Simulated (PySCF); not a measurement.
C₄H₇BF₂O₂.
Geometry (PBE0-D3(BJ)/def2-SVP, Å), atoms numbered from 1 in this order:
```xyz
16
C4H7BF2O2 angstrom
F     -2.288   -1.629    0.106
C     -2.031   -0.338   -0.209
F     -2.983    0.425    0.354
C     -0.667    0.043    0.334
C      0.433   -0.889   -0.140
C      1.781   -0.338    0.284
O      1.940    1.010   -0.109
B      0.856    1.804   -0.280
O     -0.419    1.371   -0.064
H     -2.083   -0.218   -1.306
H     -0.750    0.003    1.437
H      0.396   -0.971   -1.241
H      0.279   -1.897    0.270
H      1.898   -0.407    1.380
H      2.600   -0.918   -0.167
H      1.018    2.941   -0.640
```

All values: PBE0/pcSseg-1 and CAM-B3LYP/def2-SVPD (PySCF, non-relativistic), on one gas-phase PBE0-D3(BJ)/def2-SVP geometry that isn't relaxed in the solvent. The solvent is an IEF-PCM continuum (cavity from Bondi-type radii × 1.2). Only the electrostatic response of the medium enters.

Gas phase at PBE0/pcSseg-1: HOMO -8.72 eV, LUMO 0.53 eV, dipole 2.66 D.

Problem. What does the continuum do to the energy, the frontier levels and the dipole at PBE0/pcSseg-1 in chloroform?

Solution. 
```tsv
solvent	ε	E(solvent) − E(gas) (kcal/mol)	polarisation term (kcal/mol)	distortion of the solute (kcal/mol)	HOMO (eV)	LUMO (eV)	dipole (D)
chloroform	4.711	-4.57	-5.03	0.46	-8.58	0.66	3.17
```

The polarisation term is half the interaction of the solute with the surface charges that it induces; the rest is the cost of distorting the solute's density. The sum is the electrostatic part of solvation alone.

Problem. Which radius a makes the point-dipole formula ΔE = −[(ε − 1)/(2ε + 1)]·μ²/a³ give the value in chloroform, with the gas-phase dipole?

Solution. μ = 1.046 au and |ΔE| = 0.00728 Eh give a = 1.99 Å; the farthest nucleus lies 3.18 Å from the centroid of the nuclei, so such a sphere wouldn't even hold the nuclei. The formula assumes a rigid point dipole at the centre of a sphere.

Problem. Give the dipole vector in the frame of the coordinates (D, pointing from negative to positive charge), gas and chloroform.

Solution. Gas (1.40, -2.26, -0.13), solvent (1.57, -2.75, -0.14). Its length changes by +19 % and its direction by 2°.

Problem. Which ESP-fitted charges (PBE0/pcSseg-1) respond most in chloroform (means over atoms taken as equivalent)?

Solution. 
```
atoms                 environment  gas (e)  solvent (e)  change
   O9          boron-bound oxygen   -0.619       -0.652  -0.033
   O7          boron-bound oxygen   -0.614       -0.646  -0.032
   B8      three-coordinate boron   +0.752       +0.776  +0.024
   C5             ring CH2 carbon   -0.508       -0.488  +0.020
   F3     fluorine of a CF2 group   -0.177       -0.196  -0.019
   C4  sp3 carbon bound to oxygen   +0.426       +0.443  +0.017
```

Problem. How do the nuclear quadrupole coupling constants eQVzz/h respond in chloroform?

Solution. 
| nucleus | Q (barn) | gas (MHz) | solvent (MHz) | η gas | η solvent |
| --- | --- | --- | --- | --- | --- |
| 17O at O7 | -0.0256 | -9.35 | -9.11 | 0.04 | 0.04 |
| 11B at B8 | 0.04059 | 3.30 | 3.28 | 0.48 | 0.45 |
| 17O at O9 | -0.0256 | -9.56 | -9.42 | 0.06 | 0.07 |

Gas phase at CAM-B3LYP/def2-SVPD: HOMO -10.26 eV, LUMO 0.90 eV, dipole 2.67 D.

Problem. What does the continuum do to the energy, the frontier levels and the dipole at CAM-B3LYP/def2-SVPD in chloroform?

Solution. 
| solvent | ε | E(solvent) − E(gas) (kcal/mol) | polarisation term (kcal/mol) | distortion of the solute (kcal/mol) | HOMO (eV) | LUMO (eV) | dipole (D) |
| --- | --- | --- | --- | --- | --- | --- | --- |
| chloroform | 4.711 | -4.73 | -5.29 | 0.56 | -10.09 | 1.08 | 3.22 |

Problem. How does the static polarisability (CAM-B3LYP/def2-SVPD, frozen core, with the continuum's full static response) change?

Solution. 
| medium | isotropic (au) | principal values (au) | ⟨r²⟩ of the electrons (bohr²) |
| --- | --- | --- | --- |
| gas | 66.7 | 56.9, 70.0, 73.1 | 1225.8 |
| chloroform | 79.7 | 69.5, 83.7, 85.7 | 1226.5 |

The isotropic value in chloroform is 1.19 times the gas-phase one; no cavity-field correction is applied. ⟨r²⟩ is taken about the centre of nuclear charge.

Time: 27 s wall; peak memory 1.1 GiB. Hardware: Arm Neoverse V1, one thread, shared host with 32 logical CPUs at a one-minute load of 13. This is the whole shielding run at PBE0/pcSseg-1 in chloroform, SCF included.
